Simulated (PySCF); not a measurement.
HBe, charge +1, singlet, geometry from GFN2-xTB (such geometries of metal compounds can be far from the true shape), atoms displaced at random by about 0.08 Å a coordinate; PBE0/6-31G, gradient by finite differences (PySCF).

The PySCF input:
```python
from pyscf import gto, scf, dft

mol = gto.Mole()
mol.atom = '''
    Be   -0.05587388   -0.11143614   -0.24111267
    H    -0.11236485   -0.02443032    1.12666495
'''
mol.basis = '6-31g'
mol.charge = 1
mol.verbose = 4
mol.build()

mf = dft.RKS(mol)
mf.xc = 'pbe0'
mf.conv_tol = 1e-11
mf.kernel()
scan, done = mf.as_scanner(), []
scan.scf_summary = {}
def energy(d):
    c = mol.atom_coords()
    c[1, 2] += d
    e = scan(mol.set_geom_(c, unit='Bohr', inplace=False))
    done.append(scan.converged)
    return e
h = 1e-3
fd = (energy(h) - energy(-h)) / (2 * h)
print('dE/dx =', fd)
```

Q: What does PySCF print? Leave out banner, timings and long lists.

A: 
```
PySCF version 2.14.0

[INPUT] verbose = 4
[INPUT] num. atoms = 2
[INPUT] num. electrons = 4
[INPUT] charge = 1
[INPUT] spin (= nelec alpha-beta = 2S) = 0
[INPUT] symmetry False subgroup None
[INPUT] Mole.unit = angstrom
[INPUT] Symbol           X                Y                Z      unit          X                Y                Z       unit  Magmom
[INPUT]  1 Be    -0.055873880000  -0.111436140000  -0.241112670000 AA   -0.105586330717  -0.210583784979  -0.455636911463 Bohr   0.0
[INPUT]  2 H     -0.112364850000  -0.024430320000   1.126664950000 AA   -0.212338792528  -0.046166613935   2.129088189647 Bohr   0.0

nuclear repulsion = 1.54312157229134
number of shells = 7
number of NR pGTOs = 26
number of NR cGTOs = 11
basis = 6-31g
ecp = {}

******** <class 'pyscf.dft.rks.RKS'> ********
method = RKS
initial guess = minao
damping factor = 0
level_shift factor = 0
DIIS = <class 'pyscf.scf.diis.CDIIS'>
diis_start_cycle = 1
diis_space = 8
diis_damp = 0
SCF conv_tol = 1e-11
SCF conv_tol_grad = None
SCF max_cycles = 50
direct_scf = True
direct_scf_tol = 1e-13
XC library pyscf.dft.libxc version 7.1.2
    S. Lehtola, C. Steigemann, M. J. T. Oliveira, and M. A. L. Marques,  SoftwareX 7, 1–5 (2018)
XC functionals = pbe0
    C. Adamo and V. Barone,  J. Chem. Phys. 110, 6158 (1999)
    M. Ernzerhof and G. E. Scuseria,  J. Chem. Phys. 110, 5029 (1999)
radial grids:
    Treutler-Ahlrichs [JCP 102, 346 (1995); DOI:10.1063/1.469408] (M4) radial grids

becke partition: Becke, JCP 88, 2547 (1988); DOI:10.1063/1.454033
pruning grids: <function nwchem_prune>
grids dens level: 3
symmetrized grids: False
atomic radii adjust function: <function treutler_atomic_radii_adjust>
small_rho_cutoff = 0
Set gradient conv threshold to 3.16228e-06
Initial guess from minao.
tot grids = 23536
init E= -15.1485837269953
  HOMO = -0.387954478736285  LUMO = -0.141275926654694  gap/eV = 6.71247
cycle= 1 E= -14.9003217249981  delta_E= 0.248  |g|= 0.118  |ddm|= 1.27
  HOMO = -0.636670843646938  LUMO = -0.406914190651731  gap/eV = 6.25200
cycle= 2 E= -14.9088494740955  delta_E= -0.00853  |g|= 0.0221  |ddm|= 0.31
  HOMO = -0.631371825656215  LUMO = -0.389654003199883  gap/eV = 6.57748
cycle= 3 E= -14.9091434971496  delta_E= -0.000294  |g|= 0.00762  |ddm|= 0.0458
  HOMO = -0.626170455960938  LUMO = -0.388086917038305  gap/eV = 6.47858
cycle= 4 E= -14.9091708134571  delta_E= -2.73e-05  |g|= 0.000414  |ddm|= 0.0108
  HOMO = -0.626218501835586  LUMO = -0.388127494509004  gap/eV = 6.47879
cycle= 5 E= -14.909170979849  delta_E= -1.66e-07  |g|= 9.76e-05  |ddm|= 0.000931
  HOMO = -0.626151321858216  LUMO = -0.388098950666992  gap/eV = 6.47773
cycle= 6 E= -14.9091709857598  delta_E= -5.91e-09  |g|= 1.83e-06  |ddm|= 0.00024
  HOMO = -0.62615214398051  LUMO = -0.388098726050328  gap/eV = 6.47776
cycle= 7 E= -14.9091709857613  delta_E= -1.55e-12  |g|= 4.7e-08  |ddm|= 3.25e-06
  HOMO = -0.626152174468655  LUMO = -0.388098741141119  gap/eV = 6.47776
Extra cycle  E= -14.9091709857614  delta_E= -1.78e-14  |g|= 1.48e-08  |ddm|= 7.7e-08
converged SCF energy = -14.9091709857614
Create scanner for <class 'pyscf.dft.rks.RKS'>

WARN: Mole.unit (angstrom) is changed to Bohr

New geometry
   1 Be    -0.055873880000  -0.111436140000  -0.241112670000 AA   -0.105586330717  -0.210583784979  -0.455636911463 Bohr
   2 H     -0.112364850000  -0.024430320000   1.127194127211 AA   -0.212338792528  -0.046166613935   2.130088189647 Bohr

******** <class 'pyscf.scf.hf.RKS_Scanner'> ********
method = RKS_Scanner
initial guess = minao
damping factor = 0
level_shift factor = 0
DIIS = <class 'pyscf.scf.diis.CDIIS'>
diis_start_cycle = 1
diis_space = 8
diis_damp = 0
SCF conv_tol = 1e-11
SCF conv_tol_grad = None
SCF max_cycles = 50
direct_scf = True
direct_scf_tol = 1e-13
XC library pyscf.dft.libxc version 7.1.2
    S. Lehtola, C. Steigemann, M. J. T. Oliveira, and M. A. L. Marques,  SoftwareX 7, 1–5 (2018)
XC functionals = pbe0
    C. Adamo and V. Barone,  J. Chem. Phys. 110, 6158 (1999)
    M. Ernzerhof and G. E. Scuseria,  J. Chem. Phys. 110, 5029 (1999)
radial grids:
    Treutler-Ahlrichs [JCP 102, 346 (1995); DOI:10.1063/1.469408] (M4) radial grids

becke partition: Becke, JCP 88, 2547 (1988); DOI:10.1063/1.454033
pruning grids: <function nwchem_prune>
grids dens level: 3
symmetrized grids: False
atomic radii adjust function: <function treutler_atomic_radii_adjust>
small_rho_cutoff = 0
Set gradient conv threshold to 3.16228e-06
tot grids = 23536
init E= -14.9089582329025
  HOMO = -0.626175624845262  LUMO = -0.388184286854001  gap/eV = 6.47607
cycle= 1 E= -14.9091591985926  delta_E= -0.000201  |g|= 5.18e-05  |ddm|= 0.000235
  HOMO = -0.626071400287918  LUMO = -0.388104566363685  gap/eV = 6.47541
cycle= 2 E= -14.9091592009744  delta_E= -2.38e-09  |g|= 2.17e-05  |ddm|= 0.000153
  HOMO = -0.626088232348342  LUMO = -0.388109535476363  gap/eV = 6.47573
cycle= 3 E= -14.9091592011915  delta_E= -2.17e-10  |g|= 1.95e-06  |ddm|= 3.38e-05
  HOMO = -0.626090035559993  LUMO = -0.388111766892333  gap/eV = 6.47572
cycle= 4 E= -14.9091592011959  delta_E= -4.46e-12  |g|= 7.62e-07  |ddm|= 4.99e-06
  HOMO = -0.626090452781022  LUMO = -0.388111784892312  gap/eV = 6.47573
Extra cycle  E= -14.9091592011962  delta_E= -2.66e-13  |g|= 2.16e-07  |ddm|= 1.67e-06
converged SCF energy = -14.9091592011962

WARN: Mole.unit (angstrom) is changed to Bohr

New geometry
   1 Be    -0.055873880000  -0.111436140000  -0.241112670000 AA   -0.105586330717  -0.210583784979  -0.455636911463 Bohr
   2 H     -0.112364850000  -0.024430320000   1.126135772789 AA   -0.212338792528  -0.046166613935   2.128088189647 Bohr

******** <class 'pyscf.scf.hf.RKS_Scanner'> ********
method = RKS_Scanner
initial guess = minao
damping factor = 0
level_shift factor = 0
DIIS = <class 'pyscf.scf.diis.CDIIS'>
diis_start_cycle = 1
diis_space = 8
diis_damp = 0
SCF conv_tol = 1e-11
SCF conv_tol_grad = None
SCF max_cycles = 50
direct_scf = True
direct_scf_tol = 1e-13
XC library pyscf.dft.libxc version 7.1.2
    S. Lehtola, C. Steigemann, M. J. T. Oliveira, and M. A. L. Marques,  SoftwareX 7, 1–5 (2018)
XC functionals = pbe0
    C. Adamo and V. Barone,  J. Chem. Phys. 110, 6158 (1999)
    M. Ernzerhof and G. E. Scuseria,  J. Chem. Phys. 110, 5029 (1999)
radial grids:
    Treutler-Ahlrichs [JCP 102, 346 (1995); DOI:10.1063/1.469408] (M4) radial grids

becke partition: Becke, JCP 88, 2547 (1988); DOI:10.1063/1.454033
pruning grids: <function nwchem_prune>
grids dens level: 3
symmetrized grids: False
atomic radii adjust function: <function treutler_atomic_radii_adjust>
small_rho_cutoff = 0
Set gradient conv threshold to 3.16228e-06
tot grids = 23536
init E= -14.9095845740773
  HOMO = -0.626043440372521  LUMO = -0.387940749643468  gap/eV = 6.47910
cycle= 1 E= -14.9091826208114  delta_E= 0.000402  |g|= 0.000104  |ddm|= 0.000471
  HOMO = -0.626251970340696  LUMO = -0.388100188754567  gap/eV = 6.48044
cycle= 2 E= -14.9091826303422  delta_E= -9.53e-09  |g|= 4.35e-05  |ddm|= 0.000306
  HOMO = -0.626218288466122  LUMO = -0.388090252849013  gap/eV = 6.47979
cycle= 3 E= -14.9091826312104  delta_E= -8.68e-10  |g|= 3.88e-06  |ddm|= 6.75e-05
  HOMO = -0.626214677374653  LUMO = -0.388085792896619  gap/eV = 6.47982
cycle= 4 E= -14.9091826312281  delta_E= -1.77e-11  |g|= 1.52e-06  |ddm|= 9.97e-06
  HOMO = -0.62621399511969  LUMO = -0.388085670726206  gap/eV = 6.47980
cycle= 5 E= -14.9091826312293  delta_E= -1.23e-12  |g|= 5.83e-08  |ddm|= 3e-06
  HOMO = -0.626213968630266  LUMO = -0.388085664163028  gap/eV = 6.47980
Extra cycle  E= -14.9091826312293  delta_E= -1.42e-14  |g|= 1.17e-08  |ddm|= 1.67e-07
converged SCF energy = -14.9091826312293
dE/dx = 0.011715016577262816
```
